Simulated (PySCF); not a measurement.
## Hf(2+): excitation energy

Hf(2+) [Xe] 4f14 5d2 (3F) → Hf(2+) [Xe] 4f14 5d1 6p1 (high-spin determinant), as a difference of total energies. Computed with PySCF 2.14 in x2c-TZVPPall (11s7p7d3f1g, 97 functions), with the spin-free X2C one-electron Hamiltonian (Gaussian nucleus). Correlated levels: valence and next inner shell: [Kr] 4d10 4f14 frozen. The calculations carry no spin-orbit coupling.

```tsv
method	excitation energy (eV)
UHF	5.629
MP2 (valence and next inner shell)	5.584
SCS-MP2 (valence and next inner shell)	5.604
CCSD (valence and next inner shell)	5.598
CCSD(T) (valence and next inner shell)	5.590
```

How much does correlation contribute at CCSD(T) (valence and next inner shell)?

5.590 − (5.629) = -0.039 eV, measured against UHF.

A first-order spin-orbit estimate (lowest level to lowest level, LS coupling) adds -0.183 eV.

The basis was made for the ground configuration and has no added diffuse functions, so the excitation energy can come out too high.

The determinant of the upper state mixes LS terms, which raises its energy above the lowest term, most at the Hartree-Fock and MP2 levels.
